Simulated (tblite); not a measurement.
Input of a run (GFN2-xTB geometry optimisation, gas phase (tblite 0.8.0)), started from a force field or distance geometry:
```
{"job": {"kind": "relax", "xc": "GFN2-xTB", "basis": "xTB"}, "charge": 0, "multiplicity": 2}
C     -1.669300    -0.261400     0.377800
C     -1.122700     1.037000    -0.107100
S     -2.122200     2.243700    -0.558900
C      0.305100     1.319500    -0.194600
C      1.141800     0.353200     0.188100
C      2.510800    -0.101800     0.363600
C      1.544200    -0.947800     0.669300
H     -2.460900    -0.524900    -0.363800
H     -0.896200    -1.054300     0.376600
H     -2.098900    -0.190000     1.398800
H      3.581900     0.066000     0.313200
H      1.287800    -1.939900     1.040300
```

Output (eV, eV/Å):
```
step      E/eV     max force
  0    -500.53707    3.197
  1    -500.72614    2.855
  2    -500.83103    1.375
  3    -500.87904    0.523
  4    -500.90347    0.532
  5    -500.91516    0.444
  6    -500.92785    0.288
  7    -500.93511    0.207
  8    -500.94060    0.187
  9    -500.94531    0.193
 10    -500.94871    0.167
 11    -500.95136    0.159
 12    -500.95402    0.183
 13    -500.95795    0.212
 14    -500.96422    0.218
 15    -500.97314    0.238
 16    -500.98159    0.275
 17    -500.98734    0.248
 18    -500.99237    0.181
 19    -500.99643    0.209
 20    -501.00171    0.220
 21    -501.00954    0.235
 22    -501.01795    0.230
 23    -501.02494    0.204
 24    -501.03079    0.245
 25    -501.03941    0.306
 26    -501.05551    0.386
 27    -501.07667    0.518
 28    -501.07474    0.962
 29    -501.10811    0.932
 30    -501.15533    0.957
 31    -501.22277    0.960
 32    -501.33114    1.109
 33    -501.37004    0.830
 34    -501.45307    1.112
 35    -501.49435    0.708
 36    -501.52203    0.482
 37    -501.54829    0.464
 38    -501.57844    0.496
 39    -501.60498    0.825
 40    -501.62859    0.459
 41    -501.64679    0.591
 42    -501.66932    0.626
 43    -501.68358    0.396
 44    -501.69485    0.314
 45    -501.70809    0.310
 46    -501.71740    0.273
 47    -501.72814    0.323
 48    -501.73804    0.352
 49    -501.75222    0.383
 50    -501.77125    0.450
 51    -501.79193    0.386
 52    -501.80159    0.884
 53    -501.82530    0.379
 54    -501.83729    0.429
 55    -501.85065    0.238
 56    -501.85891    0.237
 57    -501.86692    0.210
 58    -501.87735    0.232
 59    -501.88515    0.227
 60    -501.89010    0.241
 61    -501.89437    0.195
 62    -501.89819    0.143
 63    -501.90052    0.134
 64    -501.90269    0.106
 65    -501.90454    0.113
 66    -501.90553    0.072
 67    -501.90601    0.059
 68    -501.90633    0.041
 69    -501.90665    0.048
 70    -501.90700    0.068
 71    -501.90741    0.084
 72    -501.90774    0.051
 73    -501.90798    0.039
 74    -501.90816    0.038
 75    -501.90832    0.029
 76    -501.90847    0.029
 77    -501.90856    0.019
 78    -501.90863    0.022
 79    -501.90872    0.028
 80    -501.90886    0.030
 81    -501.90904    0.031
 82    -501.90920    0.034
 83    -501.90932    0.043
 84    -501.90943    0.046
 85    -501.90953    0.047
 86    -501.90962    0.040
 87    -501.90969    0.030
 88    -501.90977    0.021
 89    -501.90983    0.016
 90    -501.90986    0.014
 91    -501.90989    0.015
 92    -501.90992    0.019
 93    -501.90995    0.016
 94    -501.90998    0.013
 95    -501.91000    0.013
 96    -501.91002    0.021
 97    -501.91005    0.028
 98    -501.91009    0.028
 99    -501.91012    0.019
100    -501.91014    0.011
101    -501.91015    0.011
102    -501.91018    0.012
103    -501.91021    0.014
104    -501.91024    0.013
105    -501.91026    0.013
106    -501.91028    0.014
107    -501.91032    0.018
108    -501.91042    0.035
109    -501.91065    0.060
110    -501.91099    0.088
111    -501.91147    0.079
112    -501.91195    0.045
113    -501.91195    0.041
114    -501.91209    0.047
115    -501.91217    0.024
116    -501.91222    0.022
117    -501.91233    0.039
118    -501.91238    0.009
```

Summarise the run.

The energy falls by 1.375 eV over 118 L-BFGS steps, the largest force on an atom goes from 3.20 to 0.009 eV/Å, and the atoms move by 1.170 Å rms after alignment. The bond that changes most is C2–C4 (ends: carbon bonded to 2 C and S; carbon bonded to 2 C), which shortens by 0.128 Å. Bonds longer at the end by more than 0.005 Å: 4 of 12; shorter: 8. Among the angles that change most is C2–C4–C5, from 117.2° to 172.0°. Among the dihedrals that turn most is H9–C1–C2–C4, from -16° to -1°. The energy rose by more than 1e-5 eV at step 28. The first step brought 14 % of the lowering.

What are the final bond lengths?

C1–C2 1.498 Å, C2=S3 1.719 Å, C2–C4 1.330 Å, C4=C5 1.270 Å, C5–C6 1.472 Å, C6=C7 1.311 Å, C5–C7 1.472 Å, C1–H8 1.089 Å, C1–H9 1.088 Å, C1–H10 1.089 Å, C6–H11 1.062 Å, C7–H12 1.062 Å. Numbering counts from 1 in the input's order; the species is `CC(=S)[C]=C1C=C1` [radical].

Its GFN2-xTB frequencies are all real (lowest 76 cm⁻¹). 3 starts were optimised and ended at 0.00, 0.00 and 0.04 kcal/mol (GFN2-xTB); the lowest of these is shown.

All values are computed, not measured.
